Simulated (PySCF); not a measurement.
A side-by-side comparison of computed properties.

First species: GaCl2(OH).
Geometry (PBE0-D3(BJ)/def2-SVP, Å), atoms numbered from 1 in this order:
```
atom  x, y, z in Å
Ga1    0.3057    0.2429   -0.0622
Cl2    2.4126    0.3762   -0.2282
Cl3   -0.8871    1.9909   -0.3041
O4    -0.4347   -1.3245    0.2696
H5    -1.3966   -1.2854    0.3249
```

Second species: GaCl2(CF3), CCl2F3Ga.
Cartesian coordinates in Å at the PBE0-D3(BJ)/def2-SVP level; atoms count from 1:
```xyz
7
CCl2F3Ga angstrom
Ga     0.5666    0.8715   -0.0443
Cl     2.6855    0.9338    0.1148
Cl    -0.4764    2.6982   -0.3452
C     -0.4754   -0.8461    0.0443
F      0.1978   -1.8304    0.6401
F     -0.7876   -1.2569   -1.1917
F     -1.6186   -0.6722    0.7134
```

Levels: wB97X-D/def2-SVPD for HOMO energy, LUMO energy, HOMO–LUMO gap and static isotropic polarisability; TDDFT wB97X-D/def2-SVPD for lowest singlet excitation; TDA wB97X-D/def2-SVPD for lowest triplet excitation (Tamm–Dancoff). Geometries: PBE0-D3(BJ)/def2-SVP. Each species is one conformer at its optimised geometry, gas phase, non-relativistic unless stated. Electronic properties by PySCF.

```csv
property,column X,column Y
HOMO energy,-11.41 eV,-11.33 eV
LUMO energy,-0.24 eV,-0.48 eV
HOMO–LUMO gap,11.17 eV,10.85 eV
lowest singlet excitation,6.52 eV,6.10 eV
lowest triplet excitation (Tamm–Dancoff),6.12 eV,5.77 eV
static isotropic polarisability,56.5 au,67.9 au
```

Which column belongs to which species?

Column X is the first species and column Y the second. The first has 5 atoms and 74 electrons, the second 7 and 98.

How does each property change from the first species to the second?

HOMO energy +0.08 eV; LUMO energy -0.24 eV; HOMO–LUMO gap -0.32 eV; lowest singlet excitation -0.42 eV; lowest triplet excitation (Tamm–Dancoff) -0.35 eV; static isotropic polarisability +11.4 au.

On the first: No computed singlet falls in the visible range (750 to 380 nm, 1.65 to 3.26 eV); S1 lies 3.26 eV above its blue end. The polarisability is 8.37 Å³ as a volume (1 au = 0.148185 Å³), or 0.76 au for each of the 74 electrons. The calculation is non-relativistic and has no spin–orbit coupling, an omission that weighs most on gallium.

On the second: S1 lies 4.75 eV below the HOMO–LUMO gap; its leading configuration is HOMO→LUMO, weight 0.98. The vertical singlet–triplet gap S1 − T1 is 0.33 eV (TDDFT singlet less Tamm–Dancoff triplet; S1: HOMO→LUMO, weight 0.98; T1: HOMO→LUMO, weight 0.95). Relativistic effects, spin–orbit coupling among them, are left out although an element past zinc is present.
